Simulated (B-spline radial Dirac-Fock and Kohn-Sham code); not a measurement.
# Compton profile of Ir

System: neutral iridium in the configuration 1s2 2s2 2p6 3s2 3p6 3d10 4s2 4p6 4d10 4f14 5s2 5p6 5d9 (an excited configuration).

Calculated with a radial finite-basis atomic code, using the impulse approximation on Dirac-Fock orbitals of the configuration average with a finite nucleus. pz is in atomic units of momentum; subshell profiles are per electron, for a selection of subshells; open shells are spread over both j values by their weights.

```
  pz   J total   J 3s1/2   J 3d3/2   J 4d3/2   J 5d5/2
   0     9.108    0.0753    0.0307    0.0804     0.340
0.21     9.078    0.0752    0.0307    0.0804     0.339
0.29     9.046    0.0751    0.0307    0.0804     0.339
0.42     8.948    0.0749    0.0307    0.0804     0.334
0.61     8.657    0.0745    0.0307    0.0804     0.316
0.87     7.964    0.0737    0.0307    0.0803     0.267
 1.2     6.842    0.0724    0.0307    0.0803     0.192
 1.8     5.042    0.0688    0.0307    0.0799    0.0852
 2.6     3.765    0.0625    0.0307    0.0774    0.0224
 3.7     3.022    0.0518    0.0307    0.0678   0.00401
 5.3     2.175    0.0354    0.0304    0.0439   0.00290
 7.6     1.284    0.0172    0.0289    0.0152   0.00138
  11    0.7035   0.00675    0.0237   0.00310  0.000228
  16    0.3588   0.00567    0.0135   0.00243  0.000153
  22    0.1823   0.00357   0.00537   0.00134  8.56e-05
  32   0.07291  0.000630  0.000998  0.000277  1.68e-05
  46   0.02705  0.000182  0.000113  3.13e-05  1.73e-06
  66  0.009548  0.000145  8.65e-06  2.35e-06    < 1e-6
  94  0.003171  5.98e-05    < 1e-6    < 1e-6    < 1e-6
```

J(0) = 9.108. The 5d5/2 subshell gives the largest part, 20 %.

Mean momentum ⟨p⟩ by subshell (a.u.): 1s1/2 81.9, 2s1/2 29.2, 2p1/2 38.5, 2p3/2 33.6, 3s1/2 14.7, 3p1/2 17.6, 3p3/2 16.1, 3d3/2 19.4, 3d5/2 18.9, 4s1/2 7.58, 4p1/2 8.51, 4p3/2 7.89, 4d3/2 8.70, 4d5/2 8.48, 4f5/2 8.61, 4f7/2 8.50, 5s1/2 3.08, 5p1/2 3.23, 5p3/2 2.92, 5d3/2 2.30, 5d5/2 2.16.
